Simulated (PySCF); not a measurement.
# Electron correlation in Mg (magnesium, neutral)

[Ne] 3s2, closed-shell 1S. Computed with PySCF 2.14 in ANO-RCC-VTZP, with the spin-free X2C one-electron Hamiltonian (Gaussian nucleus). Frozen: 1s2; 10 electrons correlated.

```
  level  correlation energy (mhartree)
   CCSD                        -275.63
    (T)                          -1.87
CCSD(T)                        -277.50
  CCSDT                        -277.50
```

Diagnostics: T1 = 0.0077, D1 = 0.0232, largest double amplitude 0.112.

Cost of the coupled-cluster step: of the order of 0.29 core-seconds, for 10 correlated electrons.
